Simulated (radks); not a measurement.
Question: All-electron atom: neutral tellurium in [Kr] 4d10 5s2 5p4. All-electron calculation, Dirac Kohn-Sham, BLYP, spin-unpolarised, spherical densities, finite nucleus; open shells are shared between the two j in proportion to 2j + 1; Fermi nuclear charge, rms radius 4.7423 fm. Program: a radial shooting solver on a logarithmic mesh with Libxc functionals. Some entries of the table are withheld. Estimate them.

orbital,occ.,eigenvalue (Ry),r(max) (bohr),<r^2> (bohr^2)
1s1/2,2,-2323.223,0.01793,0.001048
2s1/2,2,-356.1467,0.1015,0.01688
2p1/2,2,-333.7228,(1),0.01250
2p3/2,4,-313.5389,(2),0.01379
3s1/2,2,-70.84698,(3),0.1186
3p1/2,2,-61.62322,0.2792,0.1133
3p3/2,4,-57.86241,0.2898,0.1216
3d3/2,4,(4),0.2360,0.1030
3d5/2,6,(5),0.2390,0.1054
4s1/2,2,-12.04768,0.7011,0.6610
4p1/2,2,-8.87728,0.7213,0.7331
4p3/2,4,-8.16112,0.7458,0.7868
4d3/2,4,-3.10592,0.8057,1.097
4d5/2,6,-2.99793,0.8146,1.126
5s1/2,2,-1.10072,1.788,4.927
5p1/2,1.33333,-0.46658,2.096,7.803
5p3/2,2.66667,-0.40780,2.194,8.676

Answer: 
(1) 2p1/2 r(max) (bohr): 0.07793
(2) 2p3/2 r(max) (bohr): 0.08264
(3) 3s1/2 r(max) (bohr): 0.2928
(4) 3d3/2 eigenvalue (Ry): -41.57815
(5) 3d5/2 eigenvalue (Ry): -40.79157
